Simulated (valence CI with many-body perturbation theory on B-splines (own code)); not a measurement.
## Cd¹⁵⁺: configurations and terms from energies and g

Computed by valence CI with perturbative core correlation (CI+MBPT): five valence electrons over a frozen Dirac-Fock core [Ar] 3d10, radial functions for each j: 9 s, 9 p, 8 d, 6 f, 3 g, 1 h, with the one-electron correlation potential Σ1, the two-electron term Σ2, the three-electron term Σ3, Breit, model QED; selected CI, second order for the rest (own B-spline code, finite nucleus).

No measured levels were compared; by estimate levels hold to about 250 cm⁻¹ or 0.2 % of their energy and the worst to 1 %, as in measured heavy ions of charge 2 to 7; those with d or f electrons hold less well. Among the levels kept, up to 320 cm⁻¹ of a level comes from second order outside the variational space, and about a tenth of that is noise between levels of different J, which matters for small intervals.

```json
{"No.": "3", "J": "5/2", "Parity": "odd", "E (eV)": "8.536", "g": "1.199"}
{"No.": "4", "J": "1/2", "Parity": "odd", "E (eV)": "11.837", "g": "0.664"}
{"No.": "6", "J": "5/2", "Parity": "even", "E (eV)": "43.428", "g": "1.560"}
{"No.": "7", "J": "3/2", "Parity": "even", "E (eV)": "47.881", "g": "1.608"}
{"No.": "8", "J": "1/2", "Parity": "even", "E (eV)": "48.577", "g": "2.534"}
{"No.": "10", "J": "5/2", "Parity": "even", "E (eV)": "55.743", "g": "1.239"}
{"No.": "18", "J": "1/2", "Parity": "even", "E (eV)": "71.475", "g": "0.192"}
```

Energies count from the lowest level. Strongly mixed levels and levels close to another of their J and parity are left out, so the numbers can have gaps.

Give configuration and LS term of each level.

3: 4s2.4p3 2D°; 4: 4s2.4p3 2P°; 6: 4s.4p4 4P; 7: 4s.4p4 4P; 8: 4s.4p4 4P; 10: 4s.4p4 2D; 18: 4s2.4p2.4d 4D.
